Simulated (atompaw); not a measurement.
# Plane-wave convergence, PAW (atompaw) potential for N

N (Z = 7), PAW, made with atompaw 4.2.0.5 (PBEsol, scalar-relativistic). Core [He], reference 2s1.5 2p3.5. Waves: 2s (bound): rc 2.60 bohr; 2s channel at 3.75 Ry: rc 0.80 bohr; 2p (bound): rc 2.60 bohr; 2p channel at -0.2 Ry: rc 2.60 bohr. Local part: troulliermartins scheme with l = 2 at -0.5 Ry, radius 2.50 bohr. Core correction: smooth core density matched at 1.75 bohr. Augmentation charge: sinc compensation charge, radius 2.10 bohr; PAW radius 2.60 bohr; waves and projectors: custom rrkj gramschmidtortho.

The pseudo-atom Hamiltonian at the reference potential is diagonalised in spherical Bessel functions j_l(qr) that vanish at 20 bohr, with q² up to the cutoff. All-electron valence levels (Ry): 2s -1.3735, 2p -0.5331.

Problem. How do the lowest levels (Ry) of each channel move with the cutoff, and are there ghosts?

Solution.

```json
{"cutoff (Ry)": "8", "s #1": "-1.3733", "s #2": "-0.0126", "p #1": "-0.5280", "d #1": "0.0767", "d #2": "0.1810", "f #1": "0.1191", "Σ f·Δε (mRy)": "18.4"}
{"cutoff (Ry)": "10", "s #1": "-1.3734", "s #2": "-0.0147", "p #1": "-0.5321", "d #1": "0.0767", "d #2": "0.1810", "f #1": "0.1191", "Σ f·Δε (mRy)": "3.7"}
{"cutoff (Ry)": "12", "s #1": "-1.3734", "s #2": "-0.0211", "p #1": "-0.5330", "d #1": "0.0767", "d #2": "0.1810", "f #1": "0.1191", "Σ f·Δε (mRy)": "0.7"}
{"cutoff (Ry)": "15", "s #1": "-1.3735", "s #2": "-0.1206", "p #1": "-0.5330", "d #1": "0.0767", "d #2": "0.1810", "f #1": "0.1191", "Σ f·Δε (mRy)": "0.5"}
{"cutoff (Ry)": "18", "s #1": "-1.3735", "s #2": "-0.4720", "p #1": "-0.5331", "d #1": "0.0767", "d #2": "0.1810", "f #1": "0.1191", "Σ f·Δε (mRy)": "0.2"}
{"cutoff (Ry)": "400", "s #1": "-1.3735", "s #2": "-0.9276", "p #1": "-0.5331", "d #1": "0.0767", "d #2": "0.1810", "f #1": "0.1191", "Σ f·Δε (mRy)": "0.0"}
```

Result: ghost state, extra bound levels that the all-electron valence spectrum of the same l lacks: s at -12.6 eV (a true bound ghost makes a file unfit for plane-wave use); 10 mRy is reached at 10 Ry and 1 mRy at 12 Ry.
